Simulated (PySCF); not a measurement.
Numbering as in the mapped SMILES `[CH3:1][c:2]1[cH:3][n:4]([CH3:5])[cH:6][n+:7]1[CH3:8]` (H(Xn): hydrogen on atom n).

Geometry: GFN2-xTB; GIAO absolute shieldings from PySCF 2.14, gas phase, non-relativistic, averaged over equivalent atoms.

At PBE0/pcSseg-1 (191 basis functions, 28 s wall time on 1 thread of an Arm Neoverse V1, shared host):
| atoms | σ (ppm) |
| --- | --- |
| C2 | 43.1 |
| C6 | 48.1 |
| C3 | 58.9 |
| C5 | 150.5 |
| C8 | 152.5 |
| C1 | 175.4 |
| N7 | 61.8 |
| N4 | 64.8 |
| H(C6) | 24.16 |
| H(C3) | 24.47 |
| H(C5) | 27.59 |
| H(C8) | 27.72 |
| H(C1) | 29.01 |

Q: Estimate the result of repeating the calculation with PBE0/6-31++G**.

A: 
```csv
atoms,σ at PBE0/6-31++G**,change
C2,63.8,+20.7
C6,69.9,+21.8
C3,80.1,+21.2
C5,163.6,+13.1
C8,165.2,+12.7
C1,187.0,+11.6
N7,89.0,+27.2
N4,92.0,+27.2
H(C6),24.15,-0.01
H(C3),24.51,+0.04
H(C5),27.77,+0.18
H(C8),27.86,+0.14
H(C1),29.27,+0.26
```

The largest change is at N4 (pyrrole-type ring nitrogen). Cost: 210 basis functions, 30 s wall time on 1 thread of an Arm Neoverse V1, shared host. The order of the carbon signals is the same at both levels.
